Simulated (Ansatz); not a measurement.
Steps of a relaxation of C$_{3}$H$_{6}$Si (`C[SiH]1C=C1`) with RKS PBE0-D4/def2-TZVP.

```sh
$ ansatz run in.yaml --threads 2 --pin off --events-out ev --progress --plain --max-ram 4352MiB
```

```yaml
crystal:
  periodic: [false, false, false]
  atoms:
    - {symbol: C, position_ang: [-1.317526, 0.295730, -0.928812]}
    - {symbol: Si, position_ang: [-0.250412, -0.260810, 0.519070]}
    - {symbol: C, position_ang: [1.507235, -0.760852, 0.322781]}
    - {symbol: C, position_ang: [1.400202, 0.465679, 0.872130]}
    - {symbol: H, position_ang: [-0.678837, 0.676418, -1.750211]}
    - {symbol: H, position_ang: [-2.013018, 1.103920, -0.620606]}
    - {symbol: H, position_ang: [-1.928740, -0.544871, -1.317968]}
    - {symbol: H, position_ang: [-1.073223, -0.832514, 1.639841]}
    - {symbol: H, position_ang: [2.335129, -1.429941, 0.035133]}
    - {symbol: H, position_ang: [2.102290, 1.236239, 1.231441]}
basis:
  gaussian: {orbitals: def2-TZVP}
hamiltonian: {xc: pbe0, dispersion: d4}
relax: {f_tol: 0.005, max_steps: 150}
```

Positions (Å) and forces (eV/Å) along the path, 6 of 6 steps:

```xyz
10
step=1 energy=-11078.9515 eV
C    -1.318    0.296   -0.929   -0.127    0.055   -0.140
Si   -0.250   -0.261    0.519    0.672    0.074   -0.032
C     1.507   -0.761    0.323   -0.164    0.488    0.224
C     1.400    0.466    0.872   -0.075   -0.512   -0.216
H    -0.679    0.676   -1.750   -0.305   -0.184    0.403
H    -2.013    1.104   -0.621    0.337   -0.397   -0.141
H    -1.929   -0.545   -1.318    0.299    0.403    0.196
H    -1.073   -0.833    1.640    0.163    0.127   -0.254
H     2.335   -1.430    0.035   -0.438    0.411    0.180
H     2.102    1.236    1.231   -0.360   -0.464   -0.221
10
step=2 energy=-11079.0008 eV
C    -1.311    0.294   -0.923   -0.002    0.001   -0.003
Si   -0.245   -0.257    0.512    0.428    0.061   -0.051
C     1.498   -0.756    0.323   -0.193    0.131    0.062
C     1.393    0.461    0.866   -0.166   -0.160   -0.068
H    -0.682    0.677   -1.735   -0.091   -0.049    0.107
H    -2.002    1.089   -0.614    0.097   -0.113   -0.036
H    -1.911   -0.540   -1.308    0.087    0.111    0.056
H    -1.066   -0.822    1.619    0.040    0.030   -0.055
H     2.319   -1.415    0.044   -0.111    0.127    0.053
H     2.091    1.218    1.218   -0.088   -0.139   -0.065
10
step=3 energy=-11079.0090 eV
C    -1.303    0.293   -0.920    0.004   -0.004    0.012
Si   -0.240   -0.253    0.508    0.054    0.009   -0.009
C     1.487   -0.754    0.321   -0.030   -0.056   -0.021
C     1.384    0.459    0.862   -0.037    0.049    0.023
H    -0.682    0.678   -1.731   -0.001    0.004   -0.006
H    -1.995    1.080   -0.608   -0.011    0.006    0.000
H    -1.897   -0.540   -1.301   -0.007   -0.006   -0.006
H    -1.060   -0.814    1.611   -0.017   -0.004    0.007
H     2.306   -1.408    0.046    0.021    0.012    0.006
H     2.082    1.209    1.213    0.023   -0.010   -0.004
10
step=4 energy=-11079.0092 eV
C    -1.304    0.293   -0.920   -0.016    0.000   -0.005
Si   -0.241   -0.252    0.508    0.037    0.005   -0.004
C     1.485   -0.756    0.322   -0.002    0.010    0.006
C     1.382    0.459    0.863   -0.001   -0.011   -0.004
H    -0.685    0.683   -1.730    0.002    0.003   -0.002
H    -2.002    1.075   -0.608    0.002    0.006    0.008
H    -1.896   -0.541   -1.305    0.005   -0.010    0.001
H    -1.062   -0.812    1.612   -0.011    0.000    0.000
H     2.313   -1.401    0.052   -0.008   -0.017   -0.007
H     2.093    1.200    1.209   -0.009    0.015    0.007
10
step=5 energy=-11079.0093 eV
C    -1.305    0.294   -0.920    0.005    0.001   -0.004
Si   -0.238   -0.251    0.506   -0.005    0.000    0.002
C     1.487   -0.757    0.323    0.002    0.000   -0.001
C     1.385    0.459    0.862    0.002    0.000    0.001
H    -0.688    0.686   -1.730   -0.003    0.002   -0.003
H    -2.002    1.074   -0.605    0.000   -0.003    0.002
H    -1.894   -0.543   -1.304    0.001    0.001    0.001
H    -1.064   -0.810    1.608    0.000    0.000    0.003
H     2.311   -1.407    0.053   -0.002    0.000    0.000
H     2.091    1.204    1.210   -0.001   -0.001    0.000
10
step=6 energy=-11079.0094 eV
C    -1.304    0.294   -0.921    0.000    0.000    0.002
Si   -0.238   -0.250    0.506    0.000    0.001   -0.003
C     1.487   -0.757    0.323    0.001    0.000    0.002
C     1.385    0.459    0.862    0.002   -0.001   -0.001
H    -0.690    0.689   -1.732    0.000   -0.001    0.004
H    -2.004    1.072   -0.604   -0.003    0.000   -0.001
H    -1.891   -0.544   -1.305   -0.001    0.000   -0.001
H    -1.063   -0.808    1.609   -0.001    0.001   -0.002
H     2.310   -1.408    0.053    0.000    0.001    0.000
H     2.092    1.203    1.211    0.000   -0.001    0.000
```

It took 26 s on 2 threads of an Arm Neoverse V1 on a shared host, with 0.35 GiB of host memory at the peak.
